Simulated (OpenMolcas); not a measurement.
Cu2+: moving the ligands

Cu2+ with 2 ligands (ammonia) in linear coordination (D3d) at 1.89 Å. Ligand basis ANO-RCC-VDZP.

| Property | Result |
| --- | --- |
| Program | OpenMolcas 26.06 |
| Method | SS-CASPT2, IPEA 0.25 Eh, imaginary shift 0.1 Eh (closed shells correlated: 3s 3p and the ligand valence shells) |
| Basis | ANO-RCC-VTZP [6s5p3d2f1g] |
| Scalar Hamiltonian | DKH2, point nucleus |
| Active space | 9 electrons in 5 orbitals (3d) |
| State averaging | 2S+1 = 2 even, 5 roots |
| Spin-orbit coupling | state interaction with AMFI integrals over the reference wave functions |

Runs around this geometry, states. Energies in cm-1 above the lowest state or level, χT in cm3 K/mol.

| R (Å) | Ground state | First state of that spin | First gap with spin-orbit (degeneracies) | χT at 300 K |
| --- | --- | --- | --- | --- |
| 1.85 | 2S+1 = 2 | 6550 | 6100 (2, 2) | 0.572 |
| 1.89 | 2S+1 = 2 | 6280 | 5820 (2, 2) | 0.583 |
| 1.96 | 2S+1 = 2 | 5790 | 5350 (2, 2) | 0.604 |

Roots that are degenerate in the reference are averaged as groups; the widest CASPT2 spread within a group is 42 cm-1 (the 2-fold group of multiplicity 2 near 6550 cm-1 above the lowest state of its run, R = 1.85). Shifts and gaps below about the spread of the groups concerned are not significant. A single d shell leaves out the double-shell effect, which counts most for late 3d ions, where the CASPT2 field can be off either way by tens of per cent. Ligand-to-metal charge-transfer states are missing. No measured value stands beside these numbers; the geometry is a model, was not optimised and need not be the one that this ion takes.

A state without a sure symmetry label is named by its multiplicity alone.
